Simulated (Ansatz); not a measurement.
Ansatz (an electronic-structure program) input for dibromo(fluoro)methane (CHBr₂F), SMILES FC(Br)Br, PBE/def2-SVPD. Geometry: PBE0-D3(BJ)/def2-SVP.

Ansatz 0.2 input:
```yaml
crystal:
  periodic: [false, false, false]
  atoms:
    - {symbol: F, position_ang: [-0.21438076, 1.84780295, 0.00000001]}
    - {symbol: C, position_ang: [0.41614237, 0.67657244, 0.00000000]}
    - {symbol: Br, position_ang: [-0.02957897, -0.30734726, 1.60050284]}
    - {symbol: Br, position_ang: [-0.02957897, -0.30734725, -1.60050284]}
    - {symbol: H, position_ang: [1.50310049, 0.82464664, 0.00000001]}
basis:
  gaussian:
    orbitals: def2-SVPD
hamiltonian:
  xc: {name: PBE}
```

Output:

```
WARN ansatz: RAYON_NUM_THREADS=1 ignored (pool sized by the plan → 1); use --threads N
Functional definition: PBE
integrals: 0.08 GiB planned
1296 factors; their error is unknown
mean field: 0.45 GiB planned
mean field evaluation 1: about -143816.8636 eV, gradient 2.8e1 eV
mean field evaluation 2: about -143812.5745 eV, gradient 5.3e1 eV
mean field evaluation 4: about -143818.3129 eV, gradient 1.1e0 eV
mean field evaluation 8: about -143818.2531 eV, gradient 1.1e-1 eV
mean field evaluation 16: about -143818.2531 eV, gradient 3.6e-5 eV
mean field -143818.25307677 eV, -5285.2233170579 hartree, gradient 3.6e-5 eV, S^2 0.000000; 0 other end points of the search recorded, 0 dependent functions left out
reference -143818.25313077 eV, -5285.2233190424 hartree; 43, 43 occupied and 90, 90 virtual orbitals, 1296 factors
Total energy: -143818.25313077 eV, -5285.2233190424 hartree
```

The calculation finished and met its thresholds.

Cost: roughly 2.6 core-seconds.
